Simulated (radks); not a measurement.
Task: The silicon ion Si3+, [Ne] 3s1. All-electron calculation, non-relativistic Kohn-Sham, PBE, spin-polarised, spherical densities, point nucleus. Program: a radial shooting solver on a logarithmic mesh with Libxc functionals. Every spin shell is full or empty, so the densities are truly spherical. Functionals are evaluated on that one density, not self-consistently. Rank these exchange functionals by their error against the exact value of the orbitals, and give that value: LDA, PBE, PBEsol, PW91, B86b, G96, EV93, TPSS, revTPSS, MS2, TASK, MVS.

Result: Exact: -19.4788 hartree. From best to worst, with 100 (|E| - |E exact|)/|E exact| (equal figures are ties): B86b +0.09, G96 +0.11, PW91 -0.16, MS2 +0.18, MVS -0.20, TPSS +0.28, revTPSS -0.36, PBE -0.57, EV93 +1.53, TASK -2.77, PBEsol -3.66, LDA -8.44.
